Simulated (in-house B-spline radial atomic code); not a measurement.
# Ionising Al5+ with different functionals

Computed with an all-electron radial atomic-structure program (B-spline basis): scalar-relativistic (spin-free X2C) Hamiltonian, Fermi nucleus of rms radius 3.061 fm, spin-polarised at highest spin, spherical fractional occupations for the functionals, the average over the highest-spin determinants for Hartree-Fock. The ionisation energy is the difference of two self-consistent energies, [He] 2s2 2p4 → [He] 2s2 2p3, without Breit or QED terms; ε is the level of the shell that loses the electron (its least bound occupied spin orbital).

Hybrids are left out here: with spherical fractional occupations of an open shell their exact exchange keeps a self-interaction that integer-occupation calculations don't have.

```json
{"method": "Hartree-Fock", "rung": "Hartree-Fock", "ΔSCF (eV)": "188.53", "-ε(2p) (eV)": "190.72"}
{"method": "LDA VWN5", "rung": "LDA", "ΔSCF (eV)": "190.08", "-ε(2p) (eV)": "172.01"}
{"method": "LDA PW92", "rung": "LDA", "ΔSCF (eV)": "190.07", "-ε(2p) (eV)": "172.00"}
{"method": "LDA exchange-only", "rung": "LDA", "ΔSCF (eV)": "187.10", "-ε(2p) (eV)": "169.31"}
{"method": "PBE", "rung": "GGA", "ΔSCF (eV)": "190.01", "-ε(2p) (eV)": "171.91"}
{"method": "PBEsol", "rung": "GGA", "ΔSCF (eV)": "189.60", "-ε(2p) (eV)": "171.61"}
{"method": "BLYP", "rung": "GGA", "ΔSCF (eV)": "190.21", "-ε(2p) (eV)": "171.99"}
{"method": "RPBE", "rung": "GGA", "ΔSCF (eV)": "?", "-ε(2p) (eV)": "?"}
{"method": "PW91", "rung": "GGA", "ΔSCF (eV)": "190.24", "-ε(2p) (eV)": "172.15"}
{"method": "BP86", "rung": "GGA", "ΔSCF (eV)": "190.23", "-ε(2p) (eV)": "172.13"}
{"method": "AM05", "rung": "GGA", "ΔSCF (eV)": "189.43", "-ε(2p) (eV)": "171.51"}
{"method": "OLYP", "rung": "GGA", "ΔSCF (eV)": "189.40", "-ε(2p) (eV)": "171.63"}
{"method": "TPSS", "rung": "meta-GGA", "ΔSCF (eV)": "189.55", "-ε(2p) (eV)": "171.85"}
{"method": "SCAN", "rung": "meta-GGA", "ΔSCF (eV)": "188.77", "-ε(2p) (eV)": "171.60"}
{"method": "r2SCAN", "rung": "meta-GGA", "ΔSCF (eV)": "188.69", "-ε(2p) (eV)": "171.57"}
{"method": "revTPSS", "rung": "meta-GGA", "ΔSCF (eV)": "?", "-ε(2p) (eV)": "?"}
```

Problem. What does revTPSS give?

Solution. ΔSCF 189.18 eV, and -ε(2p) = 171.55 eV.

Problem. What does RPBE give?

Solution. ΔSCF 189.76 eV, and -ε(2p) = 171.73 eV.

Problem. How do they compare with the NIST value?

Solution. NIST lists 190.49 eV ± 0.05 (semi-empirical, ground level to ground level). Errors run from -3.39 to -0.25 eV; PW91 is closest (-0.25 eV), though others lie within the uncertainty of it, and part of that can be cancellation, since the calculations leave out spin-orbit coupling, Breit-QED terms, multiplet and fine-structure energies. Hartree-Fock also lacks correlation.
